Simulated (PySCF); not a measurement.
## Stationary points of H₂TeO

Method: PBE0/[Te def2-TZVP with ECP28, O def2-TZVP, H def2-TZVP], scalar-relativistic core potentials, density fitting, no spin–orbit coupling, PySCF.

Relaxations began from a few typed shapes. The search is not exhaustive: other isomers or separated fragments can lie lower, and high-lying points may rest on an excited occupation.

(1) Order these stationary points by electronic energy, lowest first, in kJ/mol from the lowest minimum.
A. singlet Cs: Te–H 1.700 Å (×2), Te–O 1.803 Å; H–Te–H 86.5°, H–Te–O 103.9° (×2)
B. singlet C2v: Te–H 1.643 Å (×2), Te–O 1.844 Å; H–Te–H 108.4°, H–Te–O 125.8° (×2)

(2) Which of them are minima?

Answers

(1) A (0.0), B (222.3).

(2) By energy in kJ/mol, 0.0: minimum; 222.3: saddle point, 1 imaginary mode.

Counting electrons, tellurium keeps 2 of its valence electrons outside its bonds, so the VSEPR class is AX3E1 and the expected shape is trigonal pyramidal; with unlike ligands the computed point group is Cs.
